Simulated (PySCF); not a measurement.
H4OSeSi, SMILES [SiH3]O[SeH].

Coordinates come from a r2SCAN-D4/def2-SVP optimisation. One conformer was computed; it need not be the lowest.

The numbers are results of r2SCAN-D4/def2-SVP (PySCF 2.14.0), not measurements.

Frequencies are harmonic and unscaled.

```json
[
 {"mode": "1", "ν (cm⁻¹)": "155", "IR (km/mol)": "3.5", "Raman (Å⁴/amu)": "3.9", "depolarisation": "0.75", "moving atoms (share of kinetic energy)": "H 80 %"},
 {"mode": "2", "ν (cm⁻¹)": "162", "IR (km/mol)": "3.8", "Raman (Å⁴/amu)": "2.9", "depolarisation": "0.65", "moving atoms (share of kinetic energy)": "H 39 %, Si 29 %, O 18 %, Se 13 %"},
 {"mode": "3", "ν (cm⁻¹)": "169", "IR (km/mol)": "3.5", "Raman (Å⁴/amu)": "2.3", "depolarisation": "0.75", "moving atoms (share of kinetic energy)": "H 66 %, O 22 %"},
 {"mode": "4", "ν (cm⁻¹)": "542", "IR (km/mol)": "7.5", "Raman (Å⁴/amu)": "21.8", "depolarisation": "0.35", "moving atoms (share of kinetic energy)": "O 53 %, Se 19 %, H 15 %, Si 13 %"},
 {"mode": "5", "ν (cm⁻¹)": "708", "IR (km/mol)": "43.1", "Raman (Å⁴/amu)": "16.8", "depolarisation": "0.75", "moving atoms (share of kinetic energy)": "H 85 %, Si 9 %"},
 {"mode": "6", "ν (cm⁻¹)": "721", "IR (km/mol)": "57.3", "Raman (Å⁴/amu)": "10.4", "depolarisation": "0.19", "moving atoms (share of kinetic energy)": "H 75 %, O 15 %, Si 10 %"},
 {"mode": "7", "ν (cm⁻¹)": "829", "IR (km/mol)": "110.6", "Raman (Å⁴/amu)": "13.9", "depolarisation": "0.65", "moving atoms (share of kinetic energy)": "H 62 %, O 25 %, Si 10 %"},
 {"mode": "8", "ν (cm⁻¹)": "906", "IR (km/mol)": "105.4", "Raman (Å⁴/amu)": "12.4", "depolarisation": "0.66", "moving atoms (share of kinetic energy)": "O 53 %, H 33 %, Si 14 %"},
 {"mode": "9", "ν (cm⁻¹)": "933", "IR (km/mol)": "71.4", "Raman (Å⁴/amu)": "22.8", "depolarisation": "0.75", "moving atoms (share of kinetic energy)": "H 96 %"},
 {"mode": "10", "ν (cm⁻¹)": "945", "IR (km/mol)": "125.8", "Raman (Å⁴/amu)": "17.8", "depolarisation": "0.74", "moving atoms (share of kinetic energy)": "H 95 %"},
 {"mode": "11", "ν (cm⁻¹)": "981", "IR (km/mol)": "217.0", "Raman (Å⁴/amu)": "18.2", "depolarisation": "0.74", "moving atoms (share of kinetic energy)": "H 93 %"},
 {"mode": "12", "ν (cm⁻¹)": "2218", "IR (km/mol)": "99.0", "Raman (Å⁴/amu)": "117.5", "depolarisation": "0.15", "moving atoms (share of kinetic energy)": "H 97 %"},
 {"mode": "13", "ν (cm⁻¹)": "2228", "IR (km/mol)": "112.0", "Raman (Å⁴/amu)": "115.7", "depolarisation": "0.21", "moving atoms (share of kinetic energy)": "H 97 %"},
 {"mode": "14", "ν (cm⁻¹)": "2252", "IR (km/mol)": "123.6", "Raman (Å⁴/amu)": "186.4", "depolarisation": "0.30", "moving atoms (share of kinetic energy)": "H 96 %"},
 {"mode": "15", "ν (cm⁻¹)": "2375", "IR (km/mol)": "28.0", "Raman (Å⁴/amu)": "159.1", "depolarisation": "0.30", "moving atoms (share of kinetic energy)": "H 99 %"}
]
```
